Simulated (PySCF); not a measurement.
**Electron correlation in Tc (technetium, neutral)**

[Kr] 4d5 5s2, high-spin 6S determinant. Calculation: PySCF 2.14, in x2c-TZVPPall (8s6p6d2f1g, 79 functions); scalar relativity by spin-free X2C-1e. Frozen: [Kr]; 7 electrons correlated.

| level | correlation energy (mhartree) |
| --- | --- |
| CCSD | -131.47 |
| (T) | -5.03 |
| CCSD(T) | -136.50 |

Diagnostics: T1 = 0.025, D1 = 0.0905, largest double amplitude 0.083.

Cost of the coupled-cluster step: about 8 core-seconds, for 7 correlated electrons.
